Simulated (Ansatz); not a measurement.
Basis-set extrapolation for C2H6AlFO (`CC[O][AlH][F]`) (PBE0-D4/def2-TZVP geometry, frozen core, the Gaussian-basis code of Ansatz). Multiplicity 1, RHF reference.

|  | def2-TZVPP | def2-QZVPP |
| --- | --- | --- |
| HF | -495.693200 | -495.713436 |
| MP2 correlation | -0.913813 | -0.985869 |
| CCSD(T) correlation | -0.977838 | not run |

Energies in hartree. Use E(X) = E(∞) + A·exp(−7.88·√X) for Hartree–Fock and E(X) = E(∞) + B·X^(−2.97) for correlation, with X = 3 and 4, and add CCSD(T) minus MP2 of the smaller set to the MP2 limit.

Problem. What is the CCSD(T) energy at the basis-set limit?

Solution. HF limit: -495.713436 + (-0.020236) × 0.13774 = -495.71622. MP2 limit: -0.985869 + (-0.072056) × 0.74074 = -1.03924. Higher-order term: -0.977838 − (-0.913813) = -0.06402. Total: -496.81948 hartree, 389.7 kJ/mol below CCSD(T)/def2-TZVPP.
